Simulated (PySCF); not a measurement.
Mg(OH)(SeH) (H2MgOSe), SMILES [OH][Mg][SeH]. Atoms are numbered in the order given.

```xyz
5

Mg    -0.0046     1.2090     0.0000
O      0.0055     2.9615     0.0000
H     -0.0061     3.9077     0.0000
Se    -0.0415    -1.2027     0.0000
H      1.4295    -1.2153     0.0000
```

Coordinates come from a PBE0-D3(BJ)/def2-TZVP optimisation. A frequency run showed that this geometry is not a minimum. The values are those of a single conformer.

These are PBE0/pcSseg-2 in PySCF values and carry that method's errors.

GIAO shieldings, no solvent; atoms alike by connectivity are averaged. δ = σ(ref) − σ: ¹⁷O against H2O (σ = 327.8 ppm); ¹H against TMS (σ = 31.54 ppm); ⁷⁷Se against Me2Se (σ = 1739.2 ppm), references at their B3LYP-D3(BJ)/def2-TZVP geometries, non-relativistic.

```tsv
atoms	nucleus	count	δ (ppm)
O2	¹⁷O	1	-21.4
H3	¹H	1	(withheld)
H5	¹H	1	(withheld)
Se4	⁷⁷Se	1	-777.2
```

Problem. What belongs in the gaps? (The exact figures need the calculation; the answer reports its results.)

Solution. 
- H5, δ (ppm): -1.14
- H3, δ (ppm): 0.37
